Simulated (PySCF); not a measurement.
CF₃ (SMILES F[C-](F)F), charge -1, singlet, geometry from GFN2-xTB (in this run its highest filled SCF level lies above zero, so its values depend strongly on the basis, on diffuse functions most of all); DF-B3LYP5/6-31G* (PySCF).

The PySCF input:
```python
from pyscf import gto, scf, dft

mol = gto.Mole()
mol.atom = '''
    C     0.01018319   -0.00657116    0.53245374
    F    -0.01807559    1.27792011   -0.10226750
    F     1.11097537   -0.62281319   -0.14731810
    F    -1.09968858   -0.65072614   -0.10538356
'''
mol.basis = '6-31g*'
mol.charge = -1
mol.verbose = 4
mol.build()

mf = dft.RKS(mol)
mf.xc = 'b3lyp5'
mf = mf.density_fit(auxbasis='def2-universal-jkfit')
mf.kernel()
```

Output, abridged:

```
PySCF version 2.14.0

[INPUT] verbose = 4
[INPUT] num. atoms = 4
[INPUT] num. electrons = 34
[INPUT] charge = -1
[INPUT] spin (= nelec alpha-beta = 2S) = 0
[INPUT] symmetry False subgroup None
[INPUT] Mole.unit = angstrom
[INPUT] Symbol           X                Y                Z      unit          X                Y                Z       unit  Magmom
[INPUT]  1 C      0.010183190000  -0.006571160000   0.532453740000 AA    0.019243440174  -0.012417692721   1.006191742600 Bohr   0.0
[INPUT]  2 F     -0.018075590000   1.277920110000  -0.102267500000 AA   -0.034157914640   2.414919016974  -0.193257566444 Bohr   0.0
[INPUT]  3 F      1.110975370000  -0.622813190000  -0.147318100000 AA    2.099439180437  -1.176946355867  -0.278390862191 Bohr   0.0
[INPUT]  4 F     -1.099688580000  -0.650726140000  -0.105383560000 AA   -2.078110238512  -1.229694186695  -0.199146066432 Bohr   0.0

nuclear repulsion = 117.974787035464
number of shells = 24
number of NR pGTOs = 108
number of NR cGTOs = 56
basis = 6-31g*
ecp = {}

******** <class 'pyscf.df.df_jk.DFRKS'> ********
method = DFRKS
initial guess = minao
damping factor = 0
level_shift factor = 0
DIIS = <class 'pyscf.scf.diis.CDIIS'>
diis_start_cycle = 1
diis_space = 8
diis_damp = 0
SCF conv_tol = 1e-09
SCF conv_tol_grad = None
SCF max_cycles = 50
direct_scf = False
XC library pyscf.dft.libxc version 7.1.2
    S. Lehtola, C. Steigemann, M. J. T. Oliveira, and M. A. L. Marques,  SoftwareX 7, 1–5 (2018)
XC functionals = b3lyp5
    P. A. M. Dirac,  Math. Proc. Cambridge Philos. Soc. 26, 376 (1930)
    F. Bloch,  Z. Phys. 57, 545 (1929)
    A. D. Becke,  Phys. Rev. A 38, 3098 (1988)
    C. Lee, W. Yang, and R. G. Parr,  Phys. Rev. B 37, 785 (1988)
    B. Miehlich, A. Savin, H. Stoll, and H. Preuss,  Chem. Phys. Lett. 157, 200 (1989)
    S. H. Vosko, L. Wilk, and M. Nusair,  Can. J. Phys. 58, 1200 (1980)
radial grids:
    Treutler-Ahlrichs [JCP 102, 346 (1995); DOI:10.1063/1.469408] (M4) radial grids

becke partition: Becke, JCP 88, 2547 (1988); DOI:10.1063/1.454033
pruning grids: <function nwchem_prune>
grids dens level: 3
symmetrized grids: False
atomic radii adjust function: <function treutler_atomic_radii_adjust>
small_rho_cutoff = 0
Set gradient conv threshold to 3.16228e-05
Initial guess from minao.
tot grids = 56904
******** <class 'pyscf.df.df.DF'> ********
auxbasis = def2-universal-jkfit
init E= -337.539687735149
  HOMO = -0.232969064426282  LUMO = 0.0912368512669475  gap/eV = 8.82209
cycle= 1 E= -337.296778212791  delta_E= 0.243  |g|= 0.954  |ddm|=    2
  HOMO = 0.084652973619745  LUMO = 0.421889465177158  gap/eV = 9.17667
cycle= 2 E= -337.10969414263  delta_E= 0.187  |g|= 1.45  |ddm|= 1.24
  HOMO = 0.0944220468787829  LUMO = 0.441565808533412  gap/eV = 9.44626
cycle= 3 E= -337.436433843072  delta_E= -0.327  |g|= 0.0806  |ddm|= 0.799
  HOMO = 0.0692783795424354  LUMO = 0.419680786135059  gap/eV = 9.53494
cycle= 4 E= -337.437992438279  delta_E= -0.00156  |g|= 0.0184  |ddm|= 0.104
  HOMO = 0.0725464895507377  LUMO = 0.423841915695181  gap/eV = 9.55924
cycle= 5 E= -337.438069466518  delta_E= -7.7e-05  |g|= 0.00234  |ddm|= 0.0161
  HOMO = 0.072709727739579  LUMO = 0.423891405357672  gap/eV = 9.55614
cycle= 6 E= -337.438070527005  delta_E= -1.06e-06  |g|= 0.000169  |ddm|= 0.00177
  HOMO = 0.0727101900417586  LUMO = 0.423885754033464  gap/eV = 9.55597
cycle= 7 E= -337.438070543049  delta_E= -1.6e-08  |g|= 3.47e-05  |ddm|= 0.000468
  HOMO = 0.0727095315390032  LUMO = 0.423885583503374  gap/eV = 9.55599
cycle= 8 E= -337.438070543393  delta_E= -3.43e-10  |g|= 8.24e-06  |ddm|= 6.34e-05
  HOMO = 0.0727105492316751  LUMO = 0.423886935375392  gap/eV = 9.55600
Extra cycle  E= -337.438070543385  delta_E= 8.13e-12  |g|= 1.16e-05  |ddm|= 1.29e-05
converged SCF energy = -337.438070543385
```
